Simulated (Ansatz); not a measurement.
Molecular dynamics of Cl2H6HfN2

Input file:

```yaml
crystal:
  periodic: [false, false, false]
  atoms:
    - { symbol: Hf, position_ang: [-0.380892, 0.043512, -0.28706] }
    - { symbol: Cl, position_ang: [0.116639, -1.123727, 2.308641] }
    - { symbol: "N", position_ang: [1.644868, 0.245462, -0.281154] }
    - { symbol: H, position_ang: [2.292224, -0.188787, 0.353083] }
    - { symbol: H, position_ang: [2.163925, 0.776733, -0.960841] }
    - { symbol: Cl, position_ang: [-1.157636, 1.664147, -1.867051] }
    - { symbol: "N", position_ang: [-1.115027, -1.740822, -0.921171] }
    - { symbol: H, position_ang: [-1.934093, -1.825826, -1.500994] }
    - { symbol: H, position_ang: [-0.716907, -2.655138, -0.794111] }
    - { symbol: H, position_ang: [-1.387064, 0.687212, 1.272477] }
    - { symbol: H, position_ang: [-0.817535, -0.090266, 1.975582] }
basis:
  gaussian: { orbitals: def2-SVP }
hamiltonian:
  xc: hf
md:
  timestep: 0.5
  n_steps: 200
  ensemble: nve
  temperature: 100.0
  initial_velocities: maxwell_boltzmann
  seed: 11936
```

Launched with:

```bash
$ ansatz run input.yaml --threads 2 --pin off --max-ram 3072MiB --backend cpu --events-out ev --progress --plain --runs-dir out
```

It starts at the highest image of a converged band. Of that band: Neighbouring images differ by up to 1.6 eV, so the band resolves the path poorly. A vibrational analysis at the climbing image gives one clearly imaginary mode, 931i cm⁻¹: a first-order saddle point.

Output, in part (one step line in 7, the closing report, with atoms numbered from 0):

```
md step     0: t =     0.00 fs  T =   100.0 K  F+E_penalty+E_count = -29351.19935963 eV  E_kin = 0.116334 eV  conserved = -29351.08302563 eV  (38 SCF iters)
md step     7: t =     3.50 fs  T =    60.4 K  F+E_penalty+E_count = -29351.15293334 eV  E_kin = 0.070233 eV  conserved = -29351.08270072 eV  (35 SCF iters)
md step    14: t =     7.00 fs  T =    45.8 K  F+E_penalty+E_count = -29351.13585090 eV  E_kin = 0.053331 eV  conserved = -29351.08251961 eV  (37 SCF iters)
md step    21: t =    10.50 fs  T =    63.2 K  F+E_penalty+E_count = -29351.15617843 eV  E_kin = 0.073520 eV  conserved = -29351.08265830 eV  (37 SCF iters)
md step    28: t =    14.00 fs  T =    69.4 K  F+E_penalty+E_count = -29351.16341674 eV  E_kin = 0.080750 eV  conserved = -29351.08266644 eV  (37 SCF iters)
md step    35: t =    17.50 fs  T =    98.0 K  F+E_penalty+E_count = -29351.19699485 eV  E_kin = 0.114016 eV  conserved = -29351.08297885 eV  (35 SCF iters)
md step    42: t =    21.00 fs  T =    88.7 K  F+E_penalty+E_count = -29351.18589128 eV  E_kin = 0.103193 eV  conserved = -29351.08269843 eV  (35 SCF iters)
md step    49: t =    24.50 fs  T =    97.8 K  F+E_penalty+E_count = -29351.19635828 eV  E_kin = 0.113804 eV  conserved = -29351.08255428 eV  (38 SCF iters)
md step    56: t =    28.00 fs  T =   148.2 K  F+E_penalty+E_count = -29351.25530315 eV  E_kin = 0.172426 eV  conserved = -29351.08287709 eV  (35 SCF iters)
md step    63: t =    31.50 fs  T =   152.9 K  F+E_penalty+E_count = -29351.26042956 eV  E_kin = 0.177826 eV  conserved = -29351.08260332 eV  (36 SCF iters)
md step    70: t =    35.00 fs  T =   183.2 K  F+E_penalty+E_count = -29351.29622204 eV  E_kin = 0.213135 eV  conserved = -29351.08308748 eV  (36 SCF iters)
md step    77: t =    38.50 fs  T =   186.0 K  F+E_penalty+E_count = -29351.29931283 eV  E_kin = 0.216329 eV  conserved = -29351.08298361 eV  (35 SCF iters)
md step    84: t =    42.00 fs  T =   149.9 K  F+E_penalty+E_count = -29351.25679916 eV  E_kin = 0.174397 eV  conserved = -29351.08240214 eV  (37 SCF iters)
md step    91: t =    45.50 fs  T =   175.2 K  F+E_penalty+E_count = -29351.28672597 eV  E_kin = 0.203823 eV  conserved = -29351.08290257 eV  (36 SCF iters)
md step    98: t =    49.00 fs  T =   193.0 K  F+E_penalty+E_count = -29351.30746191 eV  E_kin = 0.224525 eV  conserved = -29351.08293691 eV  (35 SCF iters)
md step   105: t =    52.50 fs  T =   180.4 K  F+E_penalty+E_count = -29351.29246829 eV  E_kin = 0.209843 eV  conserved = -29351.08262479 eV  (36 SCF iters)
md step   112: t =    56.00 fs  T =   202.2 K  F+E_penalty+E_count = -29351.31823347 eV  E_kin = 0.235180 eV  conserved = -29351.08305318 eV  (35 SCF iters)
md step   119: t =    59.50 fs  T =   194.7 K  F+E_penalty+E_count = -29351.30924287 eV  E_kin = 0.226451 eV  conserved = -29351.08279198 eV  (34 SCF iters)
md step   126: t =    63.00 fs  T =   170.9 K  F+E_penalty+E_count = -29351.28130212 eV  E_kin = 0.198861 eV  conserved = -29351.08244143 eV  (36 SCF iters)
md step   133: t =    66.50 fs  T =   204.3 K  F+E_penalty+E_count = -29351.32068666 eV  E_kin = 0.237625 eV  conserved = -29351.08306186 eV  (34 SCF iters)
md step   140: t =    70.00 fs  T =   218.5 K  F+E_penalty+E_count = -29351.33703712 eV  E_kin = 0.254163 eV  conserved = -29351.08287364 eV  (34 SCF iters)
md step   147: t =    73.50 fs  T =   224.9 K  F+E_penalty+E_count = -29351.34416098 eV  E_kin = 0.261640 eV  conserved = -29351.08252136 eV  (29 SCF iters)
md step   154: t =    77.00 fs  T =   278.2 K  F+E_penalty+E_count = -29351.40669739 eV  E_kin = 0.323673 eV  conserved = -29351.08302424 eV  (37 SCF iters)
md step   161: t =    80.50 fs  T =   289.0 K  F+E_penalty+E_count = -29351.41894663 eV  E_kin = 0.336155 eV  conserved = -29351.08279182 eV  (34 SCF iters)
md step   168: t =    84.00 fs  T =   278.1 K  F+E_penalty+E_count = -29351.40606932 eV  E_kin = 0.323509 eV  conserved = -29351.08255992 eV  (37 SCF iters)
md step   175: t =    87.50 fs  T =   305.1 K  F+E_penalty+E_count = -29351.43796669 eV  E_kin = 0.354904 eV  conserved = -29351.08306258 eV  (39 SCF iters)
md step   182: t =    91.00 fs  T =   295.3 K  F+E_penalty+E_count = -29351.42629538 eV  E_kin = 0.343581 eV  conserved = -29351.08271434 eV  (34 SCF iters)
md step   189: t =    94.50 fs  T =   291.5 K  F+E_penalty+E_count = -29351.42165104 eV  E_kin = 0.339081 eV  conserved = -29351.08256988 eV  (37 SCF iters)
md step   196: t =    98.00 fs  T =   326.2 K  F+E_penalty+E_count = -29351.46255181 eV  E_kin = 0.379484 eV  conserved = -29351.08306746 eV  (35 SCF iters)
md step   200: t =   100.00 fs  T =   312.5 K  F+E_penalty+E_count = -29351.44607160 eV  E_kin = 0.363520 eV  conserved = -29351.08255164 eV  (37 SCF iters)
Total energy: -29351.44607160 eV, -1078.6457480066 hartree
Atom 0 at    -0.437517     0.099342    -0.372576 Å, force    -0.710695    -0.104353    -0.573057 eV/Å
Atom 1 at     0.351665    -1.386406     2.759967 Å, force     0.994279    -0.774661     0.167984 eV/Å
Atom 2 at     1.542361     0.151987    -0.077164 Å, force     0.847668     0.025953     0.044299 eV/Å
Atom 3 at     2.054578     0.045017     0.786771 Å, force    -0.116543    -0.036132    -0.235505 eV/Å
Atom 4 at     2.196511     0.311949    -0.828457 Å, force     0.049191     0.063923     0.129161 eV/Å
Atom 5 at    -1.097562     1.734337    -2.029096 Å, force     0.055720    -0.146355     0.055256 eV/Å
Atom 6 at    -1.049744    -1.792869    -0.873833 Å, force     0.281588     0.650900     0.213382 eV/Å
Atom 7 at    -1.979268    -2.053401    -1.122521 Å, force    -0.489725    -0.071208    -0.165051 eV/Å
Atom 8 at    -0.484379    -2.613020    -0.916966 Å, force     0.272490    -0.338291     0.019083 eV/Å
Atom 9 at    -1.351325     0.594712     1.152284 Å, force    -0.185178     0.047868     0.276614 eV/Å
Atom 10 at    -0.670036    -0.675426     2.750285 Å, force    -0.998795     0.682354     0.067835 eV/Å
Dipole moment:     0.273795    -0.477816     0.199805 e Å
```

The run went to its last step. The conserved energy stayed within 0.061 meV per atom of its start (net change 0.043 meV per atom), so the integration is sound. The kinetic energy rose, since the run started high on the potential surface and went downhill. It ends in pieces (ClH + ClH5HfN2), so much of that is their flight and rotation, not heat. A run of 0.1 ps of so small a system gives no equilibrium averages. The orbitals stay closed-shell, which can raise the energy where a bond breaks towards radicals; this wasn't checked here.

Between its relaxed ends the band would form Hf1–H10, Cl2–H11 and break Hf1–Cl2, H10–H11. These pairs go: Hf1–H10 1.96 → 1.85 Å, Cl2–H11 1.43 → 1.24 Å, Hf1–Cl2 2.89 → 3.56 Å, H10–H11 1.19 → 2.15 Å. In the last frame they stand as after the step (other bonds may differ from the relaxed reactants and products). Also parted: Hf1–H11 2.31 → 3.23 Å. It ends as ClH + ClH5HfN2. Pairs count as bonded within 1.25 times the sum of covalent radii (0.12 Å more for H–H).

Last frame:

```xyz
11
Properties=species:S:1:pos:R:3
Hf -0.438 0.099 -0.373
Cl 0.352 -1.386 2.760
N 1.542 0.152 -0.077
H 2.055 0.045 0.787
H 2.196 0.312 -0.829
Cl -1.098 1.734 -2.029
N -1.050 -1.793 -0.874
H -1.979 -2.053 -1.123
H -0.484 -2.613 -0.917
H -1.351 0.595 1.152
H -0.670 -0.675 2.750
```

Run time: 12 min on 2 threads of AMD EPYC 7R43 64-Core Processor (Zen 3), on a shared host, peak memory 0.32 GiB.
